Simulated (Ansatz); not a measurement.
`OC#CC[SiH3]` and `OC#C[SiH3]` differ in one atom or group.

Ansatz, PBE0-D4/def2-TZVP geometries, multiplicity 1. Each molecule was computed in one conformer, which needn't be the lowest.

```
                                                                                  property  `OC#CC[SiH3]`
                                          size of the dipole moment (B3LYP/def2-TZVPP) / D           1.95
                                            zero-point energy (PBE0-D4/def2-TZVP) / kJ/mol          199.9
ideal-gas entropy at 298 K and 1 bar (rigid rotor, harmonic PBE0-D4/def2-TZVP) / J/(mol·K)            348
                                            size of the dipole moment (PBE/def2-TZVPP) / D           2.00
                                                        HOMO energy (PBE0/def2-TZVPP) / eV          -6.87
                                        size of the dipole moment (ωB97M-V/def2-TZVPP) / D           1.94
```

(1) Give the same properties after the change, and the shifts. (Estimate.)

Answers

(1) Computed: 
```tsv
property	`OC#C[SiH3]`	shift
size of the dipole moment (B3LYP/def2-TZVPP) / D	2.28	0.33
zero-point energy (PBE0-D4/def2-TZVP) / kJ/mol	127.1	-72.8
ideal-gas entropy at 298 K and 1 bar (rigid rotor, harmonic PBE0-D4/def2-TZVP) / J/(mol·K)	326	-22
size of the dipole moment (PBE/def2-TZVPP) / D	2.37	0.37
HOMO energy (PBE0/def2-TZVPP) / eV	-7.35	-0.48
size of the dipole moment (ωB97M-V/def2-TZVPP) / D	2.29	0.35
```

With PBE0 the HOMO falls by 0.48 eV and the LUMO falls by 0.35 eV, so the gap widens by about 0.13 eV. PBE moves the HOMO by -0.49 eV and ωB97M-V by -0.45 eV. The zero-point energy changes by -72.8 kJ/mol with -9 modes. Dipoles are sizes alone; their direction can turn. Modes under 60 cm⁻¹, often nearly free rotors, make the harmonic entropy too high.

B3LYP here is the variant with VWN-RPA as its local correlation; programs differ in this.
